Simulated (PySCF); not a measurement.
H5PSi, charge +1, doublet, geometry from GFN2-xTB (a state made from the parent by changing its charge; the spin is typed, not shown lowest), with bond 4-1 at 1.3 times its length. Base run: B3LYP/3-21G in PySCF.

Input for PySCF:
```python
from pyscf import gto, scf, dft

mol = gto.Mole()
mol.atom = '''
    Si   -1.19553190    0.13092631    0.11594985
    P     1.14738417   -0.11087790   -0.17090010
    H    -1.66185324   -0.91776619   -0.78486695
    H    -1.40381930    1.93380547   -0.43484497
    H    -1.30606733   -0.13546430    1.55078051
    H     1.79188379   -1.32956783   -0.01463819
    H     2.05847381    0.69524216    0.49666658
'''
mol.basis = '3-21g'
mol.charge = 1
mol.spin = 1
mol.verbose = 4
mol.build()

mf = dft.UKS(mol)
mf.xc = 'b3lyp'
mf.kernel()
mf.analyze()
```

Each row names what was changed in the base input (with any setting that the change needs).

```json
[
 {"change": "base", "ΔE vs base (µEh)": "0.0", "SCF cycles": "10", "<S^2>": "0.752"},
 {"change": "init_guess = vsap", "ΔE vs base (µEh)": "0.0", "SCF cycles": "10", "<S^2>": "0.752"},
 {"change": "conv_tol_grad = 1e-3", "ΔE vs base (µEh)": "0.0", "SCF cycles": "10", "<S^2>": "0.752"},
 {"change": "diis_space = 4", "ΔE vs base (µEh)": "0.0", "SCF cycles": "11", "<S^2>": "0.752"},
 {"change": "init_guess = 1e", "ΔE vs base (µEh)": "0.0", "SCF cycles": "15", "<S^2>": "0.752"},
 {"change": "diis_space = 20", "ΔE vs base (µEh)": "0.0", "SCF cycles": "10", "<S^2>": "0.752"},
 {"change": "init_guess = huckel", "ΔE vs base (µEh)": "0.0", "SCF cycles": "11", "<S^2>": "0.752"},
 {"change": "level_shift = 0.3 (with mf.max_cycle = 100)", "ΔE vs base (µEh)": "0.0", "SCF cycles": "20", "<S^2>": "0.752"},
 {"change": "diis = off; damp = 0.3 (with mf.diis_start_cycle = 200; with mf.max_cycle = 150)", "ΔE vs base (µEh)": "0.0", "SCF cycles": "14", "<S^2>": "0.752"},
 {"change": "conv_tol = 1e-11", "ΔE vs base (µEh)": "0.0", "SCF cycles": "13", "<S^2>": "0.752"},
 {"change": "diis_space = 2", "ΔE vs base (µEh)": "0.0", "SCF cycles": "13", "<S^2>": "0.752"},
 {"change": "conv_tol = 1e-6", "ΔE vs base (µEh)": "0.0", "SCF cycles": "7", "<S^2>": "0.752"},
 {"change": "solver = newton; init_guess = 1e", "ΔE vs base (µEh)": "0.0", "SCF cycles": "-", "<S^2>": "0.752"}
]
```

Open shells are given as the SCF converged; they aren't shown to be the lowest states, and a large step between rows can be another state.
